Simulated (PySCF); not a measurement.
Ranking problems on computed properties.

Species are written as SMILES; each is one conformer at its optimised geometry, gas phase, non-relativistic unless stated; the electronic structure was computed with PySCF and density fitting.

The conformers computed, where there is a choice (atom-mapped SMILES and torsion angles):
- `[O:1]=[CH:2][C:3]1=[CH:4][C@:5]([F:6])([SiH2:7][F:8])[O:9]1`: O1–C2–C3–C4 -5°, C4–C5–Si7–F8 -39°
- `[CH2:1]=[CH:2][CH2:3][C:4]1=[CH:5][CH:6]=[CH:7][SiH2:8]1`: C1–C2–C3–C4 -115°, C2–C3–C4–C5 -107°
- `[N:1]#[C:2][C:3](/[CH:4]=[CH:5]\[F:6])=[CH:7]/[SiH3:8]`: C2–C3–C4–C5 -3°
- `[CH3:1][O:2][C:3]([F:4])([F:5])[F:6]`: C1–O2–C3–F4 60°
- `[CH2:1]=[CH:2][CH2:3][C:4]#[C:5][C+:6]([CH3:7])[CH3:8]`: C1–C2–C3–C4 -12°
- `[CH2:1]=[C:2]([CH3:3])[C:4]1=[CH:5][CH:6]=[CH:7][SiH2:8]1`: C1–C2–C4–C5 180°
- `[O:1]=[C:2]([Cl:3])[c:4]1[s:5][cH:6][cH:7][c:8]1[SiH3:9]`: O1–C2–C4–S5 180°

The conformers of `[SiH3]C[C@@]12C=C[C@H]3[C@@H]1[C@H]32` and `CC(=S)[C@H]1CCOC1` aren't listed.

(1) Rank by static isotropic polarisability, highest first (CAM-B3LYP/def2-SVPD at GFN2-xTB geometries).
A. `O=CC1=C[C@](F)([SiH2]F)O1`
B. `FP(F)(F)(F)F`
C. `C1([SiH2]C=CC=1)CC=C`
D. `[C@@H]12[C@H]3[C@@H]1C=C[C@]32C[SiH3]`
E. `C[C@H]1[SiH2]C(F)=C1C#N`

(2) By how much do the two ends of that ranking differ?

(3) Rank by HOMO energy, lowest first (CAM-B3LYP/def2-SVPD at GFN2-xTB geometries).
A. `COC(F)(F)F`
B. `C=CCC#C[C+](C)C`
C. `N#CC1=C(Cl)N=NN1[SiH3]`
D. `FP(F)(F)(F)F`
E. `O=CC1=C[C@](F)([SiH2]F)O1`
F. `F/C=C\C(C#N)=C/[SiH3]`
G. `C1([SiH2]C=CC=1)C(C)=C`

(4) Rank by dipole moment, highest first (CAM-B3LYP/def2-SVPD at GFN2-xTB geometries).
A. `N#Cc1c(Cl)nnn1[SiH3]` (C3H3ClN4Si)
B. `N#CC(/C=C\F)=C/[SiH3]` (C5H6FNSi)
C. `[C@H]1(C)[SiH2]C(F)=C1C#N` (C5H6FNSi)
D. `O=CC1=C[C@](F)([SiH2]F)O1` (C4H4F2O2Si)
E. `C=C(C)C1=CC=C[SiH2]1` (C7H10Si)
F. `C=N` (CH3N)
G. `FP(F)(F)(F)F` (PF5)

(5) By how much do the two ends of that ranking differ?

(6) Rank by HOMO–LUMO gap, highest first (CAM-B3LYP/def2-SVPD at GFN2-xTB geometries).
A. `[SiH3]C[C@@]12C=C[C@H]3[C@@H]1[C@H]32` (C7H10Si)
B. `COC(F)(F)F` (C2H3F3O)
C. `C[C@H]1[SiH2]C(F)=C1C#N` (C5H6FNSi)
D. `C=N` (CH3N)
E. `C=C(C)C1=CC=C[SiH2]1` (C7H10Si)
F. `C=CCC#C[C+](C)C` ([C8H11]+)
G. `C1COC[C@H]1C(C)=S` (C6H10OS)

(7) By how much do the two ends of that ranking differ?

(8) Rank by lowest singlet excitation, highest first (TDDFT CAM-B3LYP/def2-SVPD at GFN2-xTB geometries).
A. `C=CCC1=CC=C[SiH2]1` (C7H10Si)
B. `C[C@H]1[SiH2]C(F)=C1C#N` (C5H6FNSi)
C. `C=C(C)C1=CC=C[SiH2]1` (C7H10Si)
D. `C=N` (CH3N)
E. `[C@H]1(C(=S)C)CCOC1` (C6H10OS)
F. `COC(F)(F)F` (C2H3F3O)
G. `N#Cc1c(Cl)nnn1[SiH3]` (C3H3ClN4Si)
H. `O=C(Cl)c1sccc1[SiH3]` (C5H5ClOSSi)

(9) Rank by smallest rotational constant, lowest first (GFN2-xTB).
A. `O=CC1=C[C@](F)([SiH2]F)O1` (C4H4F2O2Si)
B. `COC(F)(F)F` (C2H3F3O)
C. `N#Cc1c(Cl)nnn1[SiH3]` (C3H3ClN4Si)
D. `C=N` (CH3N)
E. `C1[SiH2]C(=CC=1)C(C)=C` (C7H10Si)
F. `O=C(Cl)c1sccc1[SiH3]` (C5H5ClOSSi)

(10) Give the two extremes of that set in cm⁻¹.

## Answers

(1) C (105.5 au), D (96.8 au), E (88.0 au), A (77.7 au), B (26.3 au).

(2) By 79.2 au, between `C=CCC1=CC=C[SiH2]1` and `FP(F)(F)(F)F`.

(3) D (-13.95 eV), B (-12.69 eV), A (-11.28 eV), C (-9.29 eV), E (-9.08 eV), F (-8.72 eV), G (-7.29 eV).

(4) C (5.18 D), B (4.96 D), A (3.08 D), D (2.71 D), F (1.97 D), E (0.58 D), G (0.00 D).

(5) By 5.18 D, between `C[C@H]1[SiH2]C(F)=C1C#N` and `FP(F)(F)(F)F`.

(6) B (12.45 eV), D (9.82 eV), A (8.79 eV), C (8.58 eV), G (6.80 eV), E (6.60 eV), F (5.32 eV).

(7) By 7.13 eV, between `COC(F)(F)F` and `C=CCC#C[C+](C)C`.

(8) F (9.23 eV), B (5.74 eV), G (5.17 eV), D (5.02 eV), H (4.67 eV), A (4.24 eV), C (3.86 eV), E (2.57 eV).

(9) F (0.562 GHz), C (0.625 GHz), A (0.771 GHz), E (0.958 GHz), B (3.054 GHz), D (30.195 GHz).

(10) `O=C(Cl)c1sccc1[SiH3]`: 0.0188 cm⁻¹; `C=N` (methanimine): 1.0072 cm⁻¹.
